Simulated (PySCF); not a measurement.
**Shapes and spin states of ZrCl2**

All numbers come from PySCF, B3LYP, basis Zr def2-TZVP with ECP28, Cl def2-TZVP (scalar-relativistic core potentials, no spin–orbit coupling, density fitting).

Relaxations began from a few typed shapes and spin states; open shells are unrestricted. The search is not exhaustive: other isomers or separated fragments can lie lower, and high-lying points may rest on an excited occupation.

Q: Which is the lowest minimum found?
A. singlet (closed shell, unstable to spin polarisation) D∞h: Zr–Cl 2.339 Å (×2); Cl–Zr–Cl 180.0°
B. broken-symmetry Ms = 0 (⟨S²⟩ 0.94) C2v: Zr–Cl 2.356 Å (×2); Cl–Zr–Cl 144.3°
C. singlet (closed shell, unstable to spin polarisation) C2v: Zr–Cl 2.318 Å (×2); Cl–Zr–Cl 131.0°
D. broken-symmetry Ms = 0 (⟨S²⟩ 0.94) C2v: Zr–Cl 2.359 Å (×2); Cl–Zr–Cl 148.6°
E. triplet D∞h: Zr–Cl 2.380 Å (×2); Cl–Zr–Cl 180.0°
F. triplet C2v: Zr–Cl 2.369 Å (×2); Cl–Zr–Cl 147.6°

A: F. The others lie at 2.0 (triplet D∞h, a saddle point), 10.8 (broken-symmetry Ms = 0 C2v), 11.4 (broken-symmetry Ms = 0 C2v), 52.8 (singlet C2v), 63.2 (singlet D∞h, a saddle point) kJ/mol above it.

Formally Zr is in oxidation state +2, d2, with 2 unpaired electrons (the high-spin count). The Mulliken spin on Zr is 2.05. The polar-tensor charge on Zr, 1.18, is far below the formal one.

For the lowest minimum: open d and f shells are described by one determinant, and the ground state may have another occupation or spin.

The electron or spin density has lower symmetry than the nuclear frame for the broken-symmetry Ms = 0 (⟨S²⟩ 0.94) C2v at 10.8 kJ/mol.
